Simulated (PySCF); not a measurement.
# From a computed spectrum to the compound

A species of 8 atoms with charge 1 has these harmonic modes (PBE0, small Gaussian bases with core potentials, PySCF 2.14.0):

```csv
cm⁻¹,km/mol,symmetry
48,14.2,a1
85,7.7,e
85,7.7,e
99,1.4,e
99,1.4,e
137,0.0,a2
405,2.7,a1
417,7.2,a1
426,70.0,e
426,70.0,e
676,37.9,e
676,37.9,e
1345,161.8,a1
1612,41.9,e
1612,41.9,e
3426,130.6,a1
3524,110.5,e
3524,110.5,e
```

Q: Which species is it, and in which structure?

A: [HfCl3(NH3)]+ (singlet):
```xyz
8

Hf   -0.0232    0.0232   -0.0232
Cl    1.1787    1.5685    1.1787
Cl   -1.5685   -1.1787    1.1787
Cl    1.1787   -1.1787   -1.5685
N    -1.3328    1.3328   -1.3328
H    -1.9534    1.9534   -0.7957
H    -0.7957    1.9534   -1.9534
H    -1.9534    0.7957   -1.9534
```
Ideal gas at 298.15 K and 1 bar: S = 406.0 J/(mol K), Cp = 114.5 J/(mol K), H − H(0 K) = 25.5 kJ/mol (rigid rotor, harmonic modes, spin degeneracy alone; the modes under 60 cm⁻¹ make these uncertain). 
 Other answers can fit too; this one was computed.
